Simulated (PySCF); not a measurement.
Species: MoSe4 (charge -2 and singlet state).
Structure used (PBE0-D3(BJ)/def2-SVP), in Å, numbered top down from 1:
```
atom  x, y, z in Å
Se1    0.028    0.005    2.257
Mo2   -0.029   -0.003   -0.067
Se3   -0.597    2.119   -0.829
Se4   -1.617   -1.528   -0.802
Se5    2.058   -0.627   -0.881
```

Computed, not measured: PBE0-D3(BJ)/def2-SVP geometry optimisation, gas phase, def2 core potentials past Kr (PySCF).

Question: Which atoms are bound to Mo2, and at what distances?

Answer: 4 atoms: Se4 2.321 Å, Se1 2.324 Å, Se5 2.325 Å, Se3 2.325 Å.

Question: List the angles at Mo2.

Answer: 
```tsv
angle	degrees	distance of the outer atoms (Å)
Se3–Mo2–Se5	110.4	3.82
Se1–Mo2–Se4	109.6	3.80
Se1–Mo2–Se3	109.3	3.79
Se1–Mo2–Se5	109.2	3.79
Se3–Mo2–Se4	109.2	3.79
Se4–Mo2–Se5	109.1	3.78
```

Question: What is the shape at Mo2?

Answer: Tetrahedral: angles from 109.1° to 110.4°; τ4 = (360° − α − β)/141° = 0.99 with α and β the two widest (0 for a square, 1 for a tetrahedron). Differences among atoms that Td makes equivalent are scatter left by the optimiser.

Point group: Td (tolerance 0.08 Å). Charge -2, singlet. Whether so highly charged an anion holds all its electrons in the gas phase wasn't checked; a finite basis holds them in any case. The ion is multiply charged and computed without counter-ions or solvent. The geometry's basis has no diffuse functions, a weakness for an anion. Stationary, but not proved a minimum.
